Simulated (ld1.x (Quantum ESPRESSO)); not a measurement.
# An all-electron radial function and its pseudo partner (carbon (C))

Columns: radius, all-electron u(r) and pseudo u(r) of the 2p shell (level -5.40 eV) of carbon in the configuration [He] 2s1.75 2p2.25; PBE, scalar-relativistic, TM scheme, ld1.x (Quantum ESPRESSO) 7.5.

```csv
r (bohr),all-electron,pseudo
0.110,0.0558,0.0201
0.220,0.1671,0.0782
0.330,0.2877,0.1673
0.440,0.3983,0.2771
0.550,0.4914,0.3950
0.660,0.5661,0.5081
0.770,0.6238,0.6056
0.880,0.6653,0.6799
0.990,0.6920,0.7282
1.100,0.7063,0.7517
1.210,0.7101,0.7544
1.320,0.7056,0.7423
1.430,0.6946,0.7208
1.540,0.6786,0.6947
1.650,0.6588,0.6672
1.760,0.6363,0.6398
1.870,0.6120,0.6130
1.980,0.5866,0.5867
2.090,0.5605,0.5605
2.200,0.5342,0.5342
2.310,0.5080,0.5080
2.420,0.4822,0.4822
2.530,0.4570,0.4570
2.640,0.4326,0.4326
2.750,0.4090,0.4090
2.860,0.3862,0.3862
```

(1) How many radial nodes do the two functions have?

(2) At about which radius was the pseudo-wave matched?

(3) Is the pseudo-wave norm-conserving?

Results:

(1) The all-electron 2p function has n − l − 1 = 0; the pseudo-wave has 0.

(2) 2.20 bohr. The columns agree to 0.0005 from 1.98 bohr on; several derivatives are matched, so the curves merge somewhat inside the radius.

(3) Yes: the TM scheme keeps the norm inside the radius equal to the all-electron one, which fixes the energy derivative of the logarithmic derivative at the level.
